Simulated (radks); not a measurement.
Results of a calculation; reference values are marked as such.
Task: All-electron atom: Mg I in [He] 2p6 3s2 3d2 (not the ground configuration). Code: a radial shooting solver on a logarithmic mesh with Libxc functionals. Model: scalar-relativistic Kohn-Sham, revPBE, spin-polarised, spherical densities, point nucleus; open shells are filled with parallel spins first. Some entries of the table are withheld. Estimate them.

orbital,occ.,eigenvalue (hartree),r(max) (bohr)
1s down,1,-48.15617,0.08495
1s up,1,-48.15577,0.08495
2s up,0,-4.27587,0.5316
2s down,0,-4.27415,0.5315
2p up,3,(1),0.4570
2p down,3,(2),0.4569
3s up,1,-0.50537,1.937
3s down,1,-0.47399,1.912
3p up,0,-0.28708,2.188
3p down,0,-0.25136,2.142
3d up,2,-0.04196,3.251

Result: 
(1) 2p up eigenvalue (hartree): -3.07794
(2) 2p down eigenvalue (hartree): -3.07647
